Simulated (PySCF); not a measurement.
Computed shifts of a molecule C4H8BF, PBE/pcSseg-1 (PySCF), GIAO, gas phase, equivalent atoms averaged, in ppm (number of nuclei): ¹³C: 175.3 (1), 122.4 (1), 20.4 (1), 17.8 (1). ¹⁹F: -71.1 (1). ¹H: 7.51 (1), 5.86 (1), 1.45 (3), 1.29 (3). References: ¹³C against TMS (σ = 182.0 ppm); ¹¹B against BF3 (σ = 83.9 ppm); ¹⁹F against CFCl3 (σ = 133.6 ppm); ¹H against TMS (σ = 31.49 ppm), references at their B3LYP-D3(BJ)/def2-TZVP geometries, non-relativistic. Geometry: B3LYP-D3(BJ)/def2-SVP. One conformer was computed; it need not be the lowest.

**Question.** Which structure fits?
(A) C=CB(F)CC
(B) CB(F)C1CC1
(C) CB(C)/C=C\F
(D) C=CB(C)CF

**Answer.** C, CB(C)/C=C\F
